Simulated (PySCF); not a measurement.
**Spinor energies of Ag¹⁶⁺ (silver, charge +16)**

Start: [Ar] 3d10 4s2 4p1; 4p3/2 filled at m_j = +3/2. Calculated with PySCF 2.14 in an even-tempered Gaussian basis (18 s from 0.84 bohr⁻², ratio 2.8; 13 p from 1.1 bohr⁻², ratio 2.8; 9 d from 1.9 bohr⁻², ratio 2.8; 4 f from 5.8 bohr⁻², ratio 3): generalised Hartree-Fock with the X2C-1e Hamiltonian and a Gaussian nucleus; one run each with spin-orbit coupling (SO) screened by Boettger's factors, then bare. This is a chosen level, not necessarily the ground level.

```
spinor shell  electrons  ε, screened SO (eV)  ε, bare SO (eV)  weight of nominal j (bare SO)  rms radius, bare SO (bohr)
       1s1/2          2             -26057.5         -26057.4                          1.000                      0.0357
       2s1/2          2              -4268.3          -4268.3                          1.000                       0.146
       2p1/2          2              -3985.8          -3991.6                          1.000                       0.126
       2p3/2          4              -3808.5          -3806.0                          1.000                       0.131
       3s1/2          2              -1133.1          -1133.1                          1.000                       0.389
       3p1/2          2              -1018.5          -1019.6                          1.000                       0.383
       3p3/2          4              -985.95          -985.51                          1.000                       0.393
       3d3/2          4              -787.96          -789.04                          0.998                       0.366
       3d5/2          6              -781.47          -780.77                          0.998                       0.370
       4s1/2          2              -443.14          -443.14                          1.000                       0.861
       4p3/2          1              -399.48          -399.37                          1.000                       0.915
```

| quantity | screened SO | bare SO |
| --- | --- | --- |
| E (hartree) | -5217.04650 | -5217.13775 |
| M_J | 3/2 | 3/2 |
| ⟨J²⟩ | 3.753 | 3.753 |
| ⟨L²⟩ | 2.011 | 2.012 |
| ⟨S²⟩ | 0.759 | 0.760 |

Each row is a mean over spinors that exchange with the open shell spreads, by up to 6.673 eV (4s1/2).

Breit and QED terms are absent; they matter most for the inner s and p1/2 levels.

Densities and radii are taken from the X2C orbitals without a picture-change correction, which distorts them close to the nucleus.
